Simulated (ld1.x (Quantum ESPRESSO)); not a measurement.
**Varying the PAW potential for zinc (Zn)**

Base potential:

| Quantity | Value |
| --- | --- |
| Element | zinc |
| Generator | ld1.x (Quantum ESPRESSO) 7.5 |
| Type | PAW |
| Functional | LDA (PZ) |
| Relativity | scalar-relativistic |
| Frozen core | [Ne] |
| Valence charge | 20 |
| Reference configuration | 3s2 3p6 3d10 4s1.75 4p0.25 |
| Partial waves | 3s (bound): rcut 1.05, rcutus 1.25 bohr; 4s (bound): rcut 1.05, rcutus 1.25 bohr; 3p (bound): rcut 1.15, rcutus 1.50 bohr; 4p (bound): rcut 1.15, rcutus 1.50 bohr; 3d (bound): rcut 1.05, rcutus 1.35 bohr; 3d channel at 0.05 Ry: rcut 1.05, rcutus 1.35 bohr |
| Local potential | all-electron potential smoothed inside 1.20 bohr (lloc = -1) |
| Core correction | Bessel-smoothed model core, default radius (core density twice the valence density) |
| Augmentation charge | PSQ, inside the norm-conserving radii |

All-electron outer shells of the reference configuration (LDA (PZ), scalar-relativistic, ld1.x):

| shell | level (eV) | outermost node (bohr) | outermost maximum (bohr) |
| --- | --- | --- | --- |
| 2s | -1156.76 | 0.07 | 0.19 |
| 2p | -1004.04 | – | 0.15 |
| 3s | -129.23 | 0.28 | 0.59 |
| 3p | -83.86 | 0.25 | 0.59 |
| 3d | -11.01 | – | 0.56 |
| 4s | -6.62 | 0.85 | 2.06 |
| 4p | -1.54 | 0.92 | 3.00 |

Cutoffs, loose and tight: the cutoffs (Ry, on a coarse ladder) from which the occupation-weighted sum of valence levels, in a spherical-Bessel basis at the reference potential, stays within 10 and 1 mRy of its value at 400 Ry. They do not see the model core or the augmentation charge, which bear on the density cutoff. Test errors are all-electron minus pseudo excitation energies from the reference, over the configurations 3s2 3p6 3d10 4s2 4p0; 3s2 3p6 3d10 4s1 4p0; 3s2 3p6 3d10 4s0 4p0; 3s2 3p5 3d10 4s2 4p0; 3s2 3p6 3d8 4s0 4p0; 3s2 3p6 3d10 4s0 4p1; 3s2 3p6 3d9 4s0 4p0 (two spin-polarised tests are not counted in the largest error). A dash means not determined; rows that change the core or the reference have their own tests. The largest error is taken over the tests solved by every variant that gives reliable tests at all: 3s2 3p6 3d10 4s0 4p0; 3s2 3p6 3d10 4s1 4p0; 3s2 3p6 3d10 4s2 4p0.

Cutoffs are not given where the Bessel-basis levels miss the radial ones by over 6 mRy, ghosts where they miss by over 20 mRy; a channel whose overlap is not positive is not tested.

A file whose overlap is not positive is unfit for use, and its test errors describe a broken file.

```tsv
change	outcome	bound ghosts	largest test error (meV)
base	generated, overlap not positive	not determined (overlap not positive)	-4.1
waves 3s (bound): rcut 0.76, rcutus 0.80 bohr; 4s (bound): rcut 0.76, rcutus 0.80 bohr	generated, overlap not positive	not determined (overlap not positive)	-3.9
waves 3s (bound): rcut 0.96, rcutus 1.02 bohr; 4s (bound): rcut 0.96, rcutus 1.02 bohr	generated, overlap not positive	not determined (overlap not positive)	-4.0
waves 3s (bound): rcut 1.05, rcutus 1.18 bohr; 4s (bound): rcut 1.05, rcutus 1.18 bohr	generated, overlap not positive	not determined (overlap not positive)	-4.1
waves 3s (bound): rcut 1.05, rcutus 1.32 bohr; 4s (bound): rcut 1.05, rcutus 1.32 bohr	generated, overlap not positive	not determined (overlap not positive)	-4.0
waves 3s (bound): rcut 1.05, rcutus 1.48 bohr; 4s (bound): rcut 1.05, rcutus 1.48 bohr	generated, overlap not positive	not determined (overlap not positive)	-3.4
waves 3s (bound): rcut 1.05, rcutus 1.72 bohr; 4s (bound): rcut 1.05, rcutus 1.72 bohr	failed: new_paw_hamiltonian: negative rho	–	–
waves 3s (bound): rcut 1.05, rcutus 1.88 bohr; 4s (bound): rcut 1.05, rcutus 1.88 bohr	failed: new_paw_hamiltonian: negative rho	–	–
```

Reading the sweep of the s radius (base included, trends over the rows without a ghost): The generation fails at 1.72, 1.88 bohr.
